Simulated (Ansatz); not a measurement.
Geometry optimisation, RKS B3LYP-D4/6-31G* in Ansatz.

The input (input.yaml):

```yaml
crystal:
  periodic: [false, false, false]
  atoms:
    - { symbol: B, position_ang: [-0.011803, -0.169404, -0.073926] }
    - { symbol: H, position_ang: [-0.046198, -0.454007, 1.0891] }
    - { symbol: C, position_ang: [1.392835, -0.140287, -0.775257] }
    - { symbol: H, position_ang: [1.691025, -1.189194, -0.944302] }
    - { symbol: H, position_ang: [1.405871, 0.35952, -1.749477] }
    - { symbol: H, position_ang: [2.18034, 0.288178, -0.143555] }
    - { symbol: C, position_ang: [-1.382899, -0.044265, -0.829702] }
    - { symbol: H, position_ang: [-1.767463, -1.067571, -0.980687] }
    - { symbol: H, position_ang: [-2.153031, 0.468996, -0.24055] }
    - { symbol: H, position_ang: [-1.31877, 0.429087, -1.81526] }
    - { symbol: S, position_ang: [-0.139336, 2.583527, 1.327459] }
    - { symbol: H, position_ang: [1.143171, 2.72246, 1.731068] }
    - { symbol: H, position_ang: [-0.203543, 1.278061, 1.766688] }
basis:
  gaussian: { orbitals: "6-31G*" }
hamiltonian:
  xc: b3lyp
  dispersion: d4
relax:
  f_tol: 0.03
  max_steps: 50
```

Launched with:

```bash
$ ansatz run input.yaml --threads 2 --pin off --max-ram 3072MiB --backend cpu --events-out ev --progress --plain --runs-dir out
```

Question: Where does it end, and by what steps?

Answer: The forces met the threshold. The force dipped under the threshold on the way, but the program's further checks kept it going. After 25 steps the energy has fallen by 0.114 eV; H13 moved furthest, 1.05 Å.

```tsv
step	energy less start (eV)	largest force component (eV/Å)	accepted
0	0.0000	0.747	yes
1	-0.0433	0.345	yes
2	-0.0097	1.059	no
3	-0.0526	0.134	yes
4	-0.0562	0.139	yes
5	-0.0629	0.089	yes
6	0.0233	1.425	no
7	-0.0681	0.135	yes
8	-0.0736	0.303	yes
9	-0.0817	0.184	yes
10	-0.0709	0.916	no
11	-0.0910	0.101	yes
12	-0.0970	0.283	yes
13	-0.0997	0.294	yes
14	-0.1045	0.180	yes
15	-0.1067	0.047	yes
16	-0.1084	0.082	yes
17	-0.1091	0.225	yes
18	-0.1109	0.096	yes
19	-0.1092	0.186	no
20	-0.1118	0.017	yes
21	-0.1127	0.141	yes
22	-0.1133	0.131	yes
23	-0.1137	0.078	yes
24	-0.1139	0.030	yes
25	-0.1142	0.023	yes
```

```xyz
13
Properties=species:S:1:pos:R:3
B 0.049 -0.117 0.016
H 0.071 -0.583 1.127
C 1.404 -0.096 -0.805
H 1.543 -1.109 -1.219
H 1.396 0.588 -1.663
H 2.299 0.107 -0.203
C -1.347 -0.050 -0.732
H -1.548 -1.061 -1.124
H -2.198 0.195 -0.085
H -1.359 0.625 -1.596
S 0.118 2.307 0.943
H 1.159 2.126 1.782
H -0.795 2.134 1.920
```

Run time: 2.3 min on 2 threads of AMD EPYC 7571 (shared host), peak memory 0.19 GiB.
